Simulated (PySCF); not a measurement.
CH2I2, SMILES C(I)I. The structure is a stationary point at TPSSh-D3(BJ)/def2-SVP. The def2 effective core potentials stand for the cores of I; spin–orbit coupling is left out.

Problem. Give the equilibrium geometry at TPSSh-D3(BJ)/def2-SVP (PySCF confirms it by a frequency run) as a Z-matrix, and its point group. (An estimate is asked for; the answer gives what the named calculation found.)

Solution. point group C2v.
```
C
H 1 1.0938
H 1 1.0938 2 111.93
I 1 2.1540 2 107.26 3 117.39
I 1 2.1540 2 107.26 3 -117.39
```
